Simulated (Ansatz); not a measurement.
Reaction (redistribution): `[GeH3][SiH]1BO1` + `[SiH3][GaH2]` → `[GaH2][GeH3]` + `[SiH3][SiH]1BO1`

Program: Ansatz. Geometries: PBE0-D4/def2-TZVP. ΔE: electronic, gas phase. CCSD(T)/CBS is the MP2 limit (def2-TZVPP, def2-QZVPP) plus CCSD(T) − MP2 in def2-TZVPP, frozen cores. DFT in def2-TZVPP. For Ga, Ge outer-core shells are correlated without core-valence functions, which leaves a few kJ/mol of doubt a bond. Scalar relativity is left out up to krypton.

```tsv
level	ΔE (kJ/mol)
BHLYP-D4	-7.4
r2SCANh	-6.4
SCS-MP2/def2-QZVPP	-6.3
MP2/CBS(def2)	-6.0
```

Q: What does CCSD(T)/CBS give? (Estimate.)

A: The calculation gave: -5.6 kJ/mol. The listed levels differ from it by -1.8, -0.8, -0.7, -0.4 kJ/mol.

Largest T1 diagnostic among the species: 0.017.

Leaving LDA and LC-ωPBE aside and taking each functional with its dispersion term where it has one, the values, not all of them listed here, spread over 3.4 kJ/mol, from BHLYP-D4 to B97M-V.
